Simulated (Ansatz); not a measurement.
Computed with Ansatz on PBE0-D4/def2-TZVP structures; ΔE is electronic, products minus reactants. CBS: MP2 limit from def2 TZ/QZ plus the TZ coupled-cluster correction, frozen cores. Functionals use def2-TZVPP. One conformer a species, not always the lowest.

Consider the formal exchange of groups at the Si–O bond: `[SiH3]O[Si](Cl)(Cl)Cl` + `C=CC(=C)CF` → `C=C([SiH3])CF` + `C=CO[Si](Cl)(Cl)Cl`.

```
             level  ΔE (kcal/mol)
            PBE-D4           35.6
               PBE           36.0
            r2SCAN           39.3
     HF/def2-TZVPP           44.1
   CCSD/def2-TZVPP           40.9
CCSD(T)/def2-TZVPP           40.2
      HF/CBS(def2)           44.7
    CCSD/CBS(def2)           41.4
```

Q: What does CCSD(T)/CBS give? (An estimate is asked.)

A: The calculation gave: +40.7 kcal/mol. The listed levels differ from it by -5.1, -4.7, -1.4, 3.4, 0.2, -0.5, 4.0, 0.7 kcal/mol.

Largest T1 diagnostic among the species: 0.012.

In def2-TZVPP, CCSD(T) changes the Hartree–Fock value by −3.9 kcal/mol (the triples alone add −0.7 kcal/mol) and MP2 by −2.3 kcal/mol. From PBE to PBE0 (25 % exact exchange), in def2-TZVPP and without D4, ΔE moves by +2.1 kcal/mol.
